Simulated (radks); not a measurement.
Problem. Species: Pm+. Configuration: [Xe] 4f3.5 6s1 6p1.5 (fractional occupations, a model configuration). Calculated with a radial shooting solver on a logarithmic mesh with Libxc functionals: Dirac Kohn-Sham, BLYP, spin-unpolarised, spherical densities, finite nucleus; open shells fill j = l - 1/2 first; Fermi nuclear charge, rms radius 4.962 fm. Some entries of the table are withheld. Estimate them.

orbital,occ.,eigenvalue (eV),<r^2> (bohr^2)
1s1/2,2,-45000.51,0.0007317
2s1/2,2,-7331.446,(1)
2p1/2,2,-6944.509,0.008390
2p3/2,4,-6384.148,0.009637
3s1/2,2,-1616.542,0.07749
3p1/2,2,(2),(3)
3p3/2,4,(4),(5)
3d3/2,4,-1049.084,0.06451
3d5/2,6,-1024.684,0.06656
4s1/2,2,-338.6996,(6)
4p1/2,2,-275.4457,0.4180
4p3/2,4,-250.6289,0.4576
4d3/2,4,-146.4212,(7)
4d5/2,6,-141.9754,(8)
5s1/2,2,-57.7760,2.183
5p1/2,2,-39.9186,2.708
5p3/2,4,-36.1524,2.996
4f5/2,3.5,-21.8179,(9)
4f7/2,0,-21.2666,(10)
6s1/2,1,-11.1643,13.75
6p1/2,1.5,-7.5059,19.75
6p3/2,0,-7.0377,21.56

Solution. 
(1) 2s1/2 <r^2> (bohr^2): 0.01150
(2) 3p1/2 eigenvalue (eV): -1450.539
(3) 3p1/2 <r^2> (bohr^2): 0.07258
(4) 3p3/2 eigenvalue (eV): -1337.917
(5) 3p3/2 <r^2> (bohr^2): 0.07986
(6) 4s1/2 <r^2> (bohr^2): 0.3949
(7) 4d3/2 <r^2> (bohr^2): 0.5318
(8) 4d5/2 <r^2> (bohr^2): 0.5474
(9) 4f5/2 <r^2> (bohr^2): 1.053
(10) 4f7/2 <r^2> (bohr^2): 1.076
